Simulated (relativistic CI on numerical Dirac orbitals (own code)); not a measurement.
Ti4+ in a cubic cluster: 2p photoemission with charge transfer

Computed with a charge-transfer multiplet model of a cubic metal-ligand cluster with up to 2 ligand holes, Slater and spin-orbit integrals from Dirac-Coulomb-Breit ions, Slater integrals scaled by 0.7. The ground state mixes d0 with configurations of k ligand holes L, whose averages lie at kΔ + k(k − 1)U_dd/2; a core hole lowers each added d electron by U_cd. 300 K, Lorentzian 0.6 eV and Gaussian 0.8 eV FWHM.

Atomic integrals in eV (Slater integrals scaled, ζ unscaled), ground: F2dd 5.756, F4dd 3.579, zeta_d 0.013; with the core hole: F2dd 5.756, F4dd 3.579, zeta_d 0.032, zeta_core 3.740, F2cd 4.433, G1cd 3.312, G3cd 1.881. Where a configuration has fewer than two d electrons, the dd integrals are those of d2.

Cluster parameters (eV): U_dd = 5.4, U_cd = 6.2, 10Dq = 0.9, 10Dq(ligand) = 0.1, V(eg) = 1.6, V(t2g) = -0.81, final-state hopping factor = 1.

| Case | n_d | d0 | d1L | d2L2 | S |
| --- | --- | --- | --- | --- | --- |
| Δ = -2.1 eV | 1.04 | 0.17 | 0.61 | 0.22 | 0.00 |
| Δ = -1.1 eV | 0.93 | 0.23 | 0.60 | 0.17 | 0.00 |
| Δ = -0.1 eV | 0.82 | 0.31 | 0.57 | 0.13 | 0.00 |

Weights, n_d and S are thermal averages at 300 K. Binding energies count from the first peak over 30 % of the highest in each spectrum, which can be another peak from case to case. The parameters are a model scan and need not match a compound or its usual spin state. Peaks in eV (height, largest 100):
- Δ = -2.1 eV: 0.0 (100), 3.8 (10), 6.1 (47), 9.4 (16), 15.3 (8)
- Δ = -1.1 eV: 0.0 (100), 6.0 (47), 9.1 (17), 15.0 (9)
- Δ = -0.1 eV: 0.0 (100), 6.0 (48), 8.9 (18), 14.7 (12)

A d0 ion has no d-d gap: its lowest excitations are ligand-to-metal charge transfer. With the core hole the configuration with one ligand hole lies at Δ − U_cd = -8.3, -7.3, -6.3 eV from the one without, in the order of the table; where this is negative the screened configuration lies lower.

With at most 2 ligand holes the space is cut while the next configuration still counts, so covalency is underestimated, and a final configuration with one more ligand hole, which can lie low, is missing from the spectra.
